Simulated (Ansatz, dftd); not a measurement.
System: CH3OSi, charge 0, doublet. CH3OSi (SMILES O=[C][SiH3], doublet).
B3LYP-D3(BJ)/def2-TZVP minimum from Ansatz (an electronic-structure program):
```xyz
6

O      1.5860     0.8772     0.2308
C      0.9069    -0.0691     0.0919
Si    -0.9894    -0.3637    -0.1311
H     -1.0763    -1.0882    -1.4149
H     -1.8679     0.8346    -0.1406
H     -1.3331    -1.2574     0.9931
```
Charge 0, spin multiplicity 2.

Property: atomisation energy (electronic, to ground-state atoms), in kcal/mol. Radicals and triplets start from unrestricted determinants; spin-orbit coupling is neglected. Cores are frozen in correlated methods. Rows without X2C or -DK are non-relativistic. CBS(X,Y): correlation extrapolated as X^-3, Hartree-Fock from the larger set. A bracket is a step between two methods taken in the basis named. The functionals are non-relativistic, so their misses hold any scalar relativity. 'core' is core correlation in cc-pwCVTZ (1s frozen past Ne), 'X2C' scalar relativity in cc-pVTZ-DK, both at CCSD(T). For partners of very few electrons the exact lower level stands in for a higher one.

Compared with CCSD(T)/CBS(cc-pV(T+d)Z,cc-pV(Q+d)Z) + [CCSDT(Q) - CCSD(T)]/cc-pV(D+d)Z + core + X2C (Ansatz): 494.9 kcal/mol.

Problem. Rank these levels by how close they come to it, closest first: r2SCAN/def2-TZVPD (Ansatz); r2SCAN-D4/def2-TZVPD (Ansatz + dftd4); MP2/CBS(cc-pV(T+d)Z,cc-pV(Q+d)Z) (Ansatz).

Solution. r2SCAN/def2-TZVPD (497.7 kcal/mol, difference 2.8), r2SCAN-D4/def2-TZVPD (498.2 kcal/mol, difference 3.3), MP2/CBS(cc-pV(T+d)Z,cc-pV(Q+d)Z) (502.5 kcal/mol, difference 7.6)
